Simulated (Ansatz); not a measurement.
Reaction: CH4BS (SMILES B(C)[S], doublet) → CH4BS (SMILES [CH2]SB, doublet)
Each species at its own B3LYP-D3(BJ)/def2-TZVP minimum (Ansatz, a first-principles code).

Total energies in hartree (Ansatz). UHF or UKS for unpaired electrons; spin-orbit terms are left out. Cores are frozen in correlated methods. No relativity.

| species | HF/cc-pV(T+d)Z | CCSD(T)/cc-pV(T+d)Z | HF/cc-pV(Q+d)Z | CCSD(T)/cc-pV(Q+d)Z | CCSD(T)/cc-pV(D+d)Z | CCSDT(Q)/cc-pV(D+d)Z |
|---|---|---|---|---|---|---|
| 1: CH4BS (SMILES CB[S], doublet) | -462.46360 | -462.95202 | -462.47096 | -462.98682 | -462.82840 | -462.83045 |
| 2: CH4BS (SMILES BS[CH2], doublet) | -462.42015 | -462.90912 | -462.42794 | -462.94542 | -462.78312 | -462.78532 |

**Question.** Work out the isomerisation energy (electronic) in kJ/mol: take Hartree-Fock from cc-pV(Q+d)Z, extrapolate the CCSD(T) correlation energy as X^-3 (X = 3, 4), and add CCSDT(Q) - CCSD(T) in cc-pV(D+d)Z. 1 hartree = 2625.5 kJ/mol.

**Answer.** 
Species 1: correlation (64·(-0.51586) - 27·(-0.48842))/37 = -0.53588; step -0.00205; E1 = -462.47096 + (-0.53588) + (-0.00205) = -463.00889
Species 2: correlation (64·(-0.51748) - 27·(-0.48897))/37 = -0.53828; step -0.00220; E2 = -462.42794 + (-0.53828) + (-0.00220) = -462.96842
-1·E1 +1·E2 = 0.04047 hartree = 106.3 kJ/mol.
